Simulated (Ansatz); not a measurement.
Mn2Cu2: single points at one geometry.

```yaml
crystal:
  periodic: [false, false, false]
  atoms:
    - {symbol: Cu, position_ang: [1.999811, -0.055050, -0.558645]}
    - {symbol: Cu, position_ang: [-1.997845, 0.056250, 0.565522]}
    - {symbol: Mn, position_ang: [-0.025377, 1.237838, -0.212794]}
    - {symbol: Mn, position_ang: [0.023411, -1.239039, 0.205927]}
basis:
  gaussian: {orbitals: 6-31G}
magnetization: {spin_polarized: true, initial_magnetization: 8}
hamiltonian: {xc: hf}
scf: {omitted_lower_state_checks: [starts]}
output: {orbitals: {seedname: orbitals}}
```

The file start.molden holds the orbitals of an earlier run on this structure, at another level or in another basis.

```sh
$ ansatz run in.yaml --threads 4 --pin off --events-out ev --progress --plain --max-ram 4787MiB
```

Output, abridged:

```
Functional definition: HF
1114 factors; integrals over basis functions are off by at most 9.9e-4 eV
mean field evaluation 1: about -151726.2726 eV, gradient 5.6e1 eV
mean field evaluation 2: about -151726.6102 eV, gradient 5.6e1 eV
mean field evaluation 4: about -151742.4702 eV, gradient 1.1e1 eV
mean field evaluation 8: about -151744.7698 eV, gradient 1.7e0 eV
mean field evaluation 16: about -151745.7190 eV, gradient 2.0e-1 eV
mean field evaluation 32: about -151745.9113 eV, gradient 3.7e-2 eV
mean field -151745.91134637 eV, -5576.5593849061 hartree, gradient 6.7e-6 eV, S^2 22.014464; 1 other end points of the search recorded, 0 dependent functions left out
reference -151745.91134637 eV, -5576.5593849061 hartree; 58, 50 occupied and 58, 66 virtual orbitals, 1114 factors
Total energy: -151745.91134637 eV, -5576.5593849061 hartree
Checks for a lower state left out: starts
```

Hardware: 4 threads of Intel Xeon on a shared host. Wall time 21 s.

The first input with `gaussian: {orbitals: def2-TZVPD, initial_orbitals: start.molden}`, `hamiltonian: {xc: r2scan, dispersion: d4}` (abridged; 39 s):

```
Functional definition: r2SCAN
mean field evaluation 16: about -151920.9884 eV, gradient 3.4e-6 eV
mean field -151920.98843946 eV, -5582.9933494058 hartree, gradient 2.1e-6 eV, S^2 20.953970
Total energy: -151921.01733158 eV, -5582.9944111714 hartree
Checks for a lower state left out: starts
```

Geometry: r2SCAN-D4/def2-SVP.

The 6-31G sets use Cartesian d functions. At HF/6-31G, r2SCAN-D4/def2-TZVPD the charge 0 multiplicity 9 is spin-contaminated (final ⟨S²⟩ up to 22.01, 20.00 for a pure state). The structure comes from a short search, and lower isomers may exist.
